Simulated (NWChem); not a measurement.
System: CH$_{5}$GaO$_{2}$; SMILES [Ga]([CH3])([OH])[OH]

NWChem input:

```
start job
memory heap 200 mb stack 900 mb global 1100 mb
geometry units angstroms noautoz
  Ga    -0.023840     0.000154     0.000147
  C      0.215301    -1.933119     0.000544
  H      0.701725    -2.262583    -0.929827
  H     -0.764650    -2.424155     0.078739
  H      0.842756    -2.252964     0.845535
  O     -1.654106     0.717880    -0.001400
  H     -1.640394     1.680747    -0.006022
  O      1.247695     1.260308    -0.001791
  H      2.152687     0.935259    -0.000347
end
basis spherical
  * library def2-svp
end
dft
  xc xtpss03 ctpss03
  iterations 150
  mulliken
end
task dft energy
```

Coordinates come from a PBE0/def2-SVP optimisation.

Q: Predict the main results of this run. (TPSS/def2-SVP.) Quantities: energy (Ha); highest occupied level (eV); orbital gap (eV); dipole (D).

A: 
```json
{
  "energy (Ha)": "-2116.10",
  "highest occupied level (eV)": "-6.53",
  "orbital gap (eV)": "5.93",
  "dipole (D)": "2.03"
}
```
